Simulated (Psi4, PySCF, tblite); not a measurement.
Intermolecular potential of HCl ··· Br2 (SMILES Cl and BrBr). Monomers: optimised at B3LYP-D3(BJ) (def2-TZVP), held rigid. Orientation: a random orientation, not optimised. The monomers approach along the line of their centres of mass (distance R); nothing else relaxes.

Geometry at R = 4.34 Å (first 2 atoms: monomer A):
```
4

Cl     0.6410     0.0000     0.0000
H     -0.6410     0.0000     0.0000
Br    -2.2013     3.9684     1.1833
Br    -1.8919     2.8969    -0.8461
```

- RHF/LANL2DZ = restricted Hartree-Fock/LANL2DZ, with its core potentials past Ne, no counterpoise correction (PySCF)
- RHF/STO-3G = PySCF with restricted Hartree-Fock/STO-3G, no counterpoise correction
- GFN2-xTB (tblite)
- wB97X-V/def2-TZVP, counterpoise-corrected (Psi4)

Interaction energies in kcal/mol; the last columns give the difference from wB97X-V:

```tsv
R / Å	RHF/LANL2DZ	RHF/STO-3G	GFN2-xTB	wB97X-V/def2-TZVP	RHF/LANL2DZ − wB97X-V/def2-TZVP	RHF/STO-3G − wB97X-V/def2-TZVP	GFN2-xTB − wB97X-V/def2-TZVP
3.74	4.46	2.28	0.60	1.40	3.06	0.88	-0.80
3.91	2.46	0.98	-0.22	0.23	2.22	0.75	-0.45
4.16	0.92	0.18	-0.65	-0.51	1.43	0.69	-0.14
4.34	0.38	-0.01	-0.70	-0.67	1.05	0.66	-0.03
4.53	0.09	-0.07	-0.66	-0.67	0.76	0.60	0.01
4.74	-0.06	-0.08	-0.59	-0.60	0.54	0.52	0.01
5.03	-0.11	-0.06	-0.47	-0.45	0.34	0.39	-0.02
5.33	-0.10	-0.04	-0.36	-0.32	0.22	0.28	-0.04
5.83	-0.05	-0.02	-0.23	-0.17	0.12	0.15	-0.05
6.53	-0.02	-0.01	-0.11	-0.08	0.06	0.07	-0.03
7.58	-0.01	-0.01	-0.04	-0.03	0.02	0.03	-0.01
8.81	0.00	0.00	-0.02	-0.01	0.01	0.01	0.00
```

RHF/LANL2DZ is furthest from wB97X-V/def2-TZVP at 3.74 (3.06 kcal/mol, above); its mean absolute difference over the points is 0.82 kcal/mol.

RHF/STO-3G is furthest from wB97X-V/def2-TZVP at 3.74 (0.88 kcal/mol, above); its mean absolute difference over the points is 0.42 kcal/mol.

GFN2-xTB is furthest from wB97X-V/def2-TZVP at 3.74 (-0.80 kcal/mol, below); its mean absolute difference over the points is 0.13 kcal/mol.
